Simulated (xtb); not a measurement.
xtb input (GFN2-xTB):

```bash
xtb mol.xyz --gfn 2 --sp --chrg 0 --uhf 0
```
mol.xyz:
```
15

C      3.31435587    -0.27289425    -0.48864861
O      2.07571193    -0.44820275     0.22819267
C      0.97449523     0.03138419    -0.35871793
F      0.74649421    -0.53631205    -1.57722708
F      1.04992413     1.37368149    -0.58582249
C     -0.23558957    -0.26120208     0.57532435
F     -0.31867865    -1.59368400     0.76261049
F     -0.01228664     0.33495496     1.76369321
C     -1.62550659     0.22400373     0.06594852
F     -1.64209624     1.54758451    -0.09939011
F     -2.54949612    -0.10132896     0.97551601
F     -1.94521334    -0.36043994    -1.08977262
H      3.27330440    -0.78678071    -1.44789134
H      4.07343100    -0.72176560     0.14380283
H      3.52321323     0.78631483    -0.63135762
```

End of the output:

```
         :::::::::::::::::::::::::::::::::::::::::::::::::::::
         ::                     SUMMARY                     ::
         :::::::::::::::::::::::::::::::::::::::::::::::::::::
         :: total energy             -47.280644051571 Eh    ::
         :: gradient norm              0.020258722950 Eh/a0 ::
         :: HOMO-LUMO gap             10.304114313298 eV    ::
         ::.................................................::
         :: SCC energy               -47.444057464961 Eh    ::
         :: -> isotropic ES            0.114182163793 Eh    ::
         :: -> anisotropic ES          0.003563433275 Eh    ::
         :: -> anisotropic XC         -0.047087416989 Eh    ::
         :: -> dispersion             -0.010145843107 Eh    ::
         :: repulsion energy           0.163413413391 Eh    ::
         :: add. restraining           0.000000000000 Eh    ::
         :: total charge              -0.000000000000 e     ::
         :::::::::::::::::::::::::::::::::::::::::::::::::::::

           -------------------------------------------------
          |                Property Printout                |
           -------------------------------------------------

    * Orbital Energies and Occupations

         #    Occupation            Energy/Eh            Energy/eV
      -------------------------------------------------------------
         1        2.0000           -0.9293688             -25.2894
       ...           ...                  ...                  ...
        25        2.0000           -0.5834755             -15.8772
        26        2.0000           -0.5824293             -15.8487
        27        2.0000           -0.5817019             -15.8289
        28        2.0000           -0.5796439             -15.7729
        29        2.0000           -0.5789648             -15.7544
        30        2.0000           -0.5748646             -15.6429
        31        2.0000           -0.5693705             -15.4934
        32        2.0000           -0.5686482             -15.4737
        33        2.0000           -0.5647112             -15.3666
        34        2.0000           -0.5461214             -14.8607
        35        2.0000           -0.5182548             -14.1024
        36        2.0000           -0.5144941             -14.0001
        37        2.0000           -0.4930764             -13.4173 (HOMO)
        38                         -0.1144072              -3.1132 (LUMO)
        39                         -0.0861375              -2.3439
        40                         -0.0432744              -1.1776
        41                         -0.0360957              -0.9822
        42                         -0.0024721              -0.0673
        43                          0.0180530               0.4912
        44                          0.0380602               1.0357
        45                          0.0566332               1.5411
        46                          0.1030477               2.8041
        47                          0.1101465               2.9972
        48                          0.1376601               3.7459
       ...                                ...                  ...
        51                          0.2292207               6.2374
      -------------------------------------------------------------
                  HL-Gap            0.3786692 Eh           10.3041 eV
             Fermi-level           -0.3037418 Eh           -8.2652 eV

     #   Z          covCN         q      C6AA      α(0)
     1   6 C        3.647     0.023    20.521     6.509
     2   8 O        1.702    -0.277    18.602     5.823
     3   6 C        3.422     0.463    16.284     6.176
     4   9 F        0.786    -0.214    11.383     3.985
     5   9 F        0.786    -0.214    11.383     3.985
     6   6 C        3.517     0.308    17.073     6.096
     7   9 F        0.788    -0.170    10.929     3.905
     8   9 F        0.788    -0.170    10.929     3.905
     9   6 C        3.328     0.485    17.407     6.625
    10   9 F        0.789    -0.165    10.882     3.897
    11   9 F        0.790    -0.161    10.838     3.889
    12   9 F        0.789    -0.165    10.882     3.897
    13   1 H        0.925     0.078     1.995     2.209
    14   1 H        0.925     0.101     1.778     2.085
    15   1 H        0.925     0.078     1.995     2.209

 Mol. C6AA /au·bohr⁶  :       2330.364697
 Mol. C8AA /au·bohr⁸  :      48112.502762
 Mol. α(0) /au        :         65.195723

Wiberg/Mayer (AO) data.
largest (>0.10) Wiberg bond orders for each atom

 ---------------------------------------------------------------------------
     #   Z sym  total        # sym  WBO       # sym  WBO       # sym  WBO
 ---------------------------------------------------------------------------
     1   6 C    3.887 --    13 H    0.981    15 H    0.981    14 H    0.977
                             2 O    0.917
     2   8 O    2.152 --     3 C    1.083     1 C    0.917
     3   6 C    3.901 --     2 O    1.083     5 F    0.924     4 F    0.924
                             6 C    0.898
     4   9 F    1.060 --     3 C    0.924
     5   9 F    1.060 --     3 C    0.924
     6   6 C    3.889 --     7 F    0.975     8 F    0.975     3 C    0.898
                             9 C    0.896
     7   9 F    1.090 --     6 C    0.975
     8   9 F    1.090 --     6 C    0.975
     9   6 C    3.877 --    10 F    0.975    12 F    0.975    11 F    0.975
                             6 C    0.896
    10   9 F    1.108 --     9 C    0.975
    11   9 F    1.110 --     9 C    0.975
    12   9 F    1.108 --     9 C    0.975
    13   1 H    0.994 --     1 C    0.981
    14   1 H    0.989 --     1 C    0.977
    15   1 H    0.994 --     1 C    0.981
 ---------------------------------------------------------------------------

Topologies differ in total number of bonds
Writing topology from bond orders to xtbtopo.mol

molecular dipole:
                 x           y           z       tot (Debye)
 q only:        1.335      -0.108      -0.201
   full:        1.306      -0.071      -0.263       3.390
molecular quadrupole (traceless):
                xx          xy          yy          xz          yz          zz
 q only:       10.722      -1.249      -5.259      -2.460       0.540      -5.464
  q+dip:       11.425      -1.583      -5.830      -2.285       0.151      -5.595
Note: The following floating-point exceptions are signalling: IEEE_UNDERFLOW_FLAG IEEE_DENORMAL
normal termination of xtb
   full:       11.143      -1.352      -5.649      -2.555       0.293      -5.494

           -------------------------------------------------
          | TOTAL ENERGY              -47.280644051571 Eh   |
          | GRADIENT NORM               0.020258722950 Eh/α |
          | HOMO-LUMO GAP              10.304114313298 eV   |
           -------------------------------------------------

------------------------------------------------------------------------
------------------------------------------------------------------------
 total:
 SCF:
```
